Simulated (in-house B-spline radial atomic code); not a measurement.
The copper ion Cu³⁺ is squeezed into an impenetrable sphere of radius R (the orbitals vanish at R). Level of theory: scalar-relativistic (X2C) Hartree-Fock, spin-polarised, averaged over the determinants with the given up and down occupations, Fermi nucleus of rms radius 3.8823 fm; calculated with an all-electron radial atomic-structure program (B-spline basis).

Energies in eV above the free ion in [Ar] 3d8:

| R (bohr) | highest level (eV) | [Ar] 3d8 | [Ne] 3s2 3p5 3d9 |
| --- | --- | --- | --- |
| 7.71 | -58.4 | 0 | 75.94 |
| 5.72 | -58.4 | 9.821e-05 | 75.94 |
| 4.88 | -58.4 | 0.001818 | 75.95 |
| 4.44 | -58.4 | 0.008267 | 75.95 |
| 3.41 | -58.2 | 0.2573 | 76.23 |
| 2.93 | -57.5 | 1.214 | 77.3 |
| 2.42 | -54.9 | 6.291 | 82.88 |
| 2.12 | -50.8 | 17.04 | 94.5 |
| 1.6 | -28.1 | 109.6 | 191.2 |
| 1.21 | 33.7 | 520 | 606.8 |

Does [Ne] 3s2 3p5 3d9 fall below [Ar] 3d8 under compression?

No, it stays above over the whole range.

The highest level is first positive in the row R = 1.21 bohr, pushed up by confinement above the zero of the free ion's potential. Each configuration is held fixed and needn't be the lowest in the sphere.
